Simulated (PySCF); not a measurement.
## From computed data to an observable: refractive index and permittivity of the vapour

CBF₂NO, SMILES O=C=NB(F)F.

Geometry optimised at ωB97X-D3(BJ)/def2-SVP. The values are those of a single conformer.

PySCF with r2SCAN/def2-TZVP gives a mean static polarisability of 33.0 bohr³ and a dipole moment of 0.08 D. Take an ideal gas at 298.15 K and 0.01 bar, whether or not the substance is that volatile.

**Question.** Work out n − 1 in the optical limit and the static ε − 1.

**Answer.** 
Polarisability volume α' = 33.0 × 0.148185 = 4.89 Å³. Number density N = p/kT = 2.43e-7 Å⁻³.
Dilute limit of Lorentz–Lorenz: n − 1 = 2π N α' = 7.5e-6.
Orientation term of Debye: μ²/(3kT) = 8.098 Å³ × μ²(D²) = 0.05 Å³.
ε − 1 = 4π N (α' + μ²/3kT) = 1.5e-5. Orientation of the dipole supplies 1 % of the static response; it can't follow optical fields. Vibrational polarisation and dispersion are left out.
